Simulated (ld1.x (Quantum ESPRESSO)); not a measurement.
**C (Z = 6): one change to a TM potential, before and after**

ld1.x (Quantum ESPRESSO) 7.5 input, shortened:

```
&input
   title='C', zed=6., rel=1, dft='PBE', iswitch=3,
   config='[He] 2s2 2p2'
 /
 &inputp
   pseudotype=2, tm=.true., lloc=1,
   nlcc=.false.
 /
2
2S  1  0   2.00   0.00  1.05  1.05  0.0
2P  2  1   2.00   0.00  2.70  2.70  0.0
 &test
   configts(1)='2s2 2p2'
 /
```

All-electron outer shells of the reference configuration (PBE, scalar-relativistic, ld1.x):

```json
{"shell": "1s", "level (eV)": "-273.38", "outermost node (bohr)": "–", "outermost maximum (bohr)": "0.17"}
{"shell": "2s", "level (eV)": "-13.75", "outermost node (bohr)": "0.38", "outermost maximum (bohr)": "1.22"}
{"shell": "2p", "level (eV)": "-5.29", "outermost node (bohr)": "–", "outermost maximum (bohr)": "1.20"}
```

Change: reference 2s2 2p0.

Cutoffs: the cutoffs (Ry, on a coarse ladder) from which the occupation-weighted sum of valence levels, in a spherical-Bessel basis at the reference potential, stays within 10 and 1 mRy of its value at 400 Ry; they do not see the model core or the augmentation charge, which bear on the density cutoff. Errors are all-electron minus pseudo energies relative to the spin-unpolarised reference configuration.

Q: What does the change do?

A: The potential gets harder (35 Ry and 90 Ry → 40 Ry and 100 Ry); the range in which the s phases agree narrows (upper end 0.4 → -1.4); the range in which the p phases agree narrows (upper end 0.5 → -1.3); neither file shows a bound ghost.

```tsv
quantity	base	changed
cutoff, loose	35 Ry	40 Ry
cutoff, tight	90 Ry	100 Ry
bound ghosts	none	none
largest error over its own tests, meV	+1484	+1232
s: phases at 2.94 bohr within 0.05 rad from the reference energy up to (Ry; the scan ends near 5)	0.4	-1.4
p: phases at 2.94 bohr within 0.05 rad from the reference energy up to (Ry; the scan ends near 5)	0.5	-1.3
```
